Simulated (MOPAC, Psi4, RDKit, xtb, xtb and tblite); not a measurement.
Two geometries of SMILES C[SiH2][SiH2][SeH] (CH8SeSi2), relaxed at GFN2-xTB with one dihedral held; other torsions can differ between them too.

Structure A

```
12

C     -1.6371     0.7360     0.0832
Si    -0.8767    -0.9277    -0.4248
Si     1.3144    -0.5916    -1.1240
Se     1.9876     1.4416    -0.2409
H     -1.7472     1.3946    -0.7752
H     -0.9971     1.2467     0.8015
H     -2.6166     0.6192     0.5383
H     -0.9276    -1.8526     0.7147
H     -1.6651    -1.5223    -1.5108
H      2.3262    -1.5363    -0.6432
H      1.5595    -0.4481    -2.5622
H      3.3280     1.3959    -0.7293
```

Structure B

```
12

C     -1.6062     0.7160     0.0708
Si    -0.8462    -0.9719    -0.3425
Si     1.3096    -0.6165    -1.1321
Se     2.4375    -2.6209    -0.8958
H     -1.6326     1.3615    -0.8025
H     -1.0418     1.2313     0.8425
H     -2.6255     0.6081     0.4279
H     -0.8686    -1.8124     0.8622
H     -1.6837    -1.6352    -1.3519
H      1.4629    -0.2890    -2.5531
H      2.1489     0.3513    -0.4170
H      3.6471    -2.1926    -1.5258
```

Q: Which is lower in energy at the level DF-MP2 (frozen core)/cc-pVTZ // GFN2-xTB (Psi4 1.11), and by how much?

A: A is lower, by 0.61 kcal/mol (dihedral C1–Si2–Si3–Se4: 20° in A, 160° in B).

E(B) − E(A) in kcal/mol at the other levels, on the same two geometries: GFN2-xTB (xtb and tblite) -0.13; PBE0/def2-TZVP // GFN2-xTB (Psi4) 0.12; PBE0-D3(BJ)/def2-TZVP // GFN2-xTB (Psi4) 0.46; PBE/def2-TZVP // GFN2-xTB (Psi4) 0.09; PBE-D3(BJ)/def2-TZVP // GFN2-xTB (Psi4) 0.43; HF/cc-pVTZ // GFN2-xTB (Psi4) -0.05; UFF // GFN2-xTB (RDKit) -0.68; PM6, restricted, heats of formation // GFN2-xTB (MOPAC) -0.70; PM7, restricted, heats of formation // GFN2-xTB (MOPAC) -0.03; GFN1-xTB // GFN2-xTB (xtb) -0.20.
